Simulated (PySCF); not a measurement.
**UHF on Si⁺ (silicon, charge +1)**

Configuration: [Ne] 3s2 3p1, 2P determinant. All numbers are calculated (PySCF 2.14, no relativity, point nucleus, in 6-31G*).

- Total energy: -288.550522 hartree
- One-electron energy: -395.8423 hartree
- Hartree (Coulomb) energy: 127.3617 hartree
- Exchange energy: -20.0699 hartree
- Kinetic energy: 288.55092 hartree
- ⟨S²⟩: 0.7582
- ⟨L²⟩: 2.025
- Sum of ⟨r⟩: 11.22 bohr
- Sum of ⟨r²⟩: 20.19 bohr²
- Traceless quadrupole moment −½Σ⟨3z² − r²⟩ along its main axis: -2.86 e·bohr²
- Density at the nucleus (Gaussians lack the cusp): 1660 bohr⁻³
- Spin density at the nucleus: 0.0276 bohr⁻³
- Langevin diamagnetic susceptibility: -16.0 ×10⁻⁶ cm³/mol
- Time after the integrals: 0.04 s of wall time on 1 thread of Neoverse-V2 (shared host)

```
shell  electrons  mean orbital energy (hartree)  spread (hartree)  rms radius, mean of both spins (bohr)
 1s α          1                      -69.16521                 0                                  0.129
 1s β          1                      -69.15918                 0                                  0.129
 2s α          1                       -6.51325                 0                                  0.614
 2s β          1                       -6.50611                 0                                  0.614
 2p α          3                       -4.61346           0.01151                                  0.599
 2p β          3                       -4.60106           0.01683                                  0.599
 3s α          1                       -0.88354                 0                                   2.25
 3s β          1                       -0.79497                 0                                   2.25
 3p α          1                       -0.59292                 0                                   2.66
```
